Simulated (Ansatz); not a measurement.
Reaction (ligand exchange at a B–O bond): `C=CCOB(O)O` + HCl → `OB(O)Cl` + `C=CCO`

Gas-phase electronic energies from Ansatz, PBE0-D4/def2-TZVP geometries. CBS: MP2 limit from def2 TZ/QZ plus the TZ coupled-cluster correction, frozen cores. This one scheme is used for every species. Functionals use def2-TZVPP. One conformer a species, not always the lowest.

`C=CCOB(O)O`:

Z-matrix (Å, degrees):
```
C
C 1 1.489
O 1 1.420 2 109.5
H 1 1.095 2 110.3 3 -120.6
H 1 1.096 2 110.2 3 120.6
C 2 1.324 1 124.1 3 127.3
H 2 1.088 1 115.6 3 -53.8
B 3 1.362 1 121.2 2 152.8
H 6 1.084 2 121.7 1 177.8
H 6 1.086 2 121.3 1 -1.9
O 8 1.368 3 119.4 1 179.3
O 8 1.366 3 120.9 1 -0.8
H 11 0.960 8 111.8 3 -0.2
H 12 0.960 8 111.8 3 -179.2
```

HCl:

Cartesian coordinates in Å:
```
Cl 0.106 -0.141 0.615
H -0.106 0.141 -0.615
```

`OB(O)Cl`:

```xyz
6

O     0.882   -0.680    0.209
B    -0.217    0.039   -0.129
O    -0.460    1.242    0.431
Cl   -1.376   -0.574   -1.319
H     0.949   -1.518   -0.254
H     0.222    1.491    1.062
```

`C=CCO`:

```xyz
10

C    -0.042   -1.482   -0.467
C    -0.515   -0.390    0.117
C     0.331    0.760    0.552
O    -0.075    1.977   -0.045
H     1.021   -1.605   -0.652
H    -0.691   -2.294   -0.772
H    -1.584   -0.279    0.288
H     1.389    0.544    0.348
H     0.230    0.919    1.630
H    -0.065    1.851   -0.998
```

```tsv
level	ΔE (kcal/mol)
PBE0-D4	7.8
ωB97X-V	8.8
ωB97M-V	8.9
PBE	6.3
MP2/def2-TZVPP	8.7
CCSD(T)/def2-TZVPP	9.8
HF/def2-QZVPP	11.0
SCS-MP2/def2-QZVPP	9.1
```

What does CCSD(T)/CBS give? (An estimate is asked.)

Ansatz gave: +9.4 kcal/mol. The listed levels differ from it by -1.6, -0.6, -0.5, -3.1, -0.7, 0.4, 1.6, -0.3 kcal/mol.

Largest T1 diagnostic among the species: 0.012.

In def2-TZVPP, CCSD(T) changes the Hartree–Fock value by −1.0 kcal/mol (the triples alone add −0.4 kcal/mol) and MP2 by −2.1 kcal/mol. From PBE to PBE0 (25 % exact exchange), in def2-TZVPP and without D4, ΔE moves by +1.0 kcal/mol.
